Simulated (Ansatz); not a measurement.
`CC([SiH3])[AsH2]` + `O[SiH3]` → `[SiH3]O[AsH2]` + `CC[SiH3]` at 700 K and 1 bar (ligand exchange at the As–C bond).

Gas-phase electronic energies from Ansatz, PBE0-D4/def2-TZVP geometries. CCSD(T)/CBS is the MP2 limit (def2-TZVPP, def2-QZVPP) plus CCSD(T) − MP2 in def2-TZVPP, frozen cores. For As outer-core shells are correlated without core-valence functions, which leaves a few kJ/mol of doubt a bond. Scalar relativity is left out up to krypton.

```tsv
species	CCSD(T)/CBS energy (Eh)	H − E (kJ/mol)	S (J/(mol·K))
`CC([SiH3])[AsH2]`	-2605.59429	340.1	491.2
`O[SiH3]`	-366.69042	144.6	321.6
`[SiH3]O[AsH2]`	-2602.28728	180.9	430.4
`CC[SiH3]`	-369.99568	302.8	400.3
```

H − E and S are ideal-gas, rigid-rotor, harmonic terms from PBE0-D4/def2-TZVP, for one conformer and one mirror image of each species. 1 Eh = 2625.50 kJ/mol, R = 8.31446 J/(mol·K).

**Question.** By hand: ΔE, ΔH, ΔS and ΔG.

**Answer.** ΔE = (-2602.28728) + (-369.99568) − (-2605.59429) − (-366.69042) = 0.00175 Eh = 4.6 kJ/mol. Δ(H − E) = 180.9 + 302.8 − 340.1 − 144.6 = -1.0, so ΔH = 3.6 kJ/mol. ΔS = 430.4 + 400.3 − 491.2 − 321.6 = 17.9 J/(mol·K). ΔG = 3.6 − 700 × (17.9)/1000 = -8.9 kJ/mol.

**Question.** By hand: the equilibrium constant, and the temperature at which ΔG would vanish if ΔH and ΔS stayed fixed.

**Answer.** log₁₀ K = −ΔG/(RT ln 10) = 0.7. ΔG = 0 at ΔH/ΔS = 201 K, though so small a ΔH makes that figure unsure.

TΔS isn't small against ΔH here. A doubt of 5 kJ/mol in ΔE shifts log₁₀ K by 0.4 here. Other conformers and mirror images would add mixing entropy, several J/(mol·K) or more a flexible species. Modes under 60 cm⁻¹, often nearly free rotors, make the harmonic entropy too high. These are equilibria of isolated gas molecules and say nothing of rates. Largest T1 diagnostic: 0.012 (customary marks: 0.02 for closed shells, 0.045 for open ones).
